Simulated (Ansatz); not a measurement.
Consider the redistribution: `C[SiH2]Cl` + `BS[Si](N)(O)F` → `BS[SiH](C)Cl` + `N[SiH](O)F`.

Gas-phase electronic energies from Ansatz, PBE0-D4/def2-TZVP geometries. CCSD(T)/CBS adds triple-zeta CCSD(T) − MP2 to the extrapolated MP2 energy (def2 sets, frozen cores). This one scheme is used for every species. Functionals use def2-TZVPP. HSE06 is defined as in plane-wave codes. Each species was taken in one conformer, which may not be the lowest.

Task: Is it downhill or uphill in electronic energy at CCSD(T)/CBS, and by how much? (Estimate.)

Result: Computed: Downhill: ΔE = -4.7 kJ/mol.

Task: What do these levels give: HSE06-D4, ωB97X-V, ωB97M-V, BLYP, MP2/def2-TZVPP, SCS-MP2/def2-TZVPP? (Best estimate.)

Result: The calculation gave: HSE06-D4 -1.7, ωB97X-V -1.6, ωB97M-V -2.4, BLYP -2.0, MP2/def2-TZVPP -7.1, SCS-MP2/def2-TZVPP -6.2 kJ/mol.

Task: What do rigid-rotor, harmonic-oscillator terms from PBE0-D4/def2-TZVP frequencies (298.15 K, 1 bar) make of the CCSD(T)/CBS value? (An estimate is asked.)

Result: Computed: ΔZPE = +2.0 kJ/mol, ΔH = -3.5 kJ/mol, ΔS = -8 J/(mol·K), ΔG = -1.1 kJ/mol. Modes under 50 cm⁻¹ make the entropy rough.

Largest T1 diagnostic among the species: 0.013.

Leaving LDA and LC-ωPBE aside and taking each functional with its dispersion term where it has one, the values, not all of them listed here, spread over 3.8 kJ/mol, from PBE-QIDH to B97M-V. At CCSD(T), def2-SVP lies +3.7 kJ/mol from the extrapolated value and def2-TZVPP +0.8 kJ/mol.
